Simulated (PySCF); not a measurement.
Gas-phase reaction: 4 Ge(CH3)4 = 4 CH3GeH3 + 3 C4H8 (cis-2-butene)

Method: PySCF energies plus ideal-gas RRHO corrections (1 bar). S°(298 K) at PBE0/def2-TZVP differs from the NASA 1993 table for C4H8 (cis-2-butene) (-6 J/mol/K); whether the harmonic model or the table's entry is off was not settled. † marks an energy on the PBE0/def2-TZVP geometry and frequencies. MP2 and CCSD(T) freeze the core. All species are closed-shell singlets. Ge: all electrons, no relativistic terms. MP2 isn't extrapolated to the basis-set limit; its ΔH°(298 K) is 524.5 kJ in def2-SVP and 671.1 kJ in def2-TZVPP. CCSD(T) isn't extrapolated to the basis-set limit. The harmonic model lacks anharmonicity and excited electronic states, which grow with temperature; levels with a mode under 35 cm⁻¹ are left out. Internal rotation in Ge(CH3)4, CH3GeH3, C4H8 (cis-2-butene) is treated as a harmonic vibration of one conformer, which makes the entropy rough.

ΔH° and ΔS° at 298 K: CCSD(T)/def2-SVP† 456 kJ, 453 J/K; MP2/def2-TZVPP† 671 kJ, 453 J/K; PBE/def2-TZVP† 523 kJ, 453 J/K; r2SCAN/def2-TZVP† 574 kJ, 453 J/K.

### Question
With the heat capacities included, give log10 K (1 bar) at 800, 1000, 1200, 2000, 2500 K from CCSD(T)/def2-SVP†, MP2/def2-TZVPP†, PBE/def2-TZVP†, r2SCAN/def2-TZVP†.

### Answer
| T (K) | CCSD(T)/def2-SVP† | MP2/def2-TZVPP† | PBE/def2-TZVP† | r2SCAN/def2-TZVP† |
|---|---|---|---|---|
| 800 | -7.3 | -21.4 | -11.7 | -15.0 |
| 1000 | -1.8 | -13.0 | -5.3 | -7.9 |
| 1200 | 1.8 | -7.5 | -1.1 | -3.3 |
| 2000 | 8.9 | 3.2 | 7.1 | 5.8 |
| 2500 | 10.8 | 6.3 | 9.4 | 8.4 |
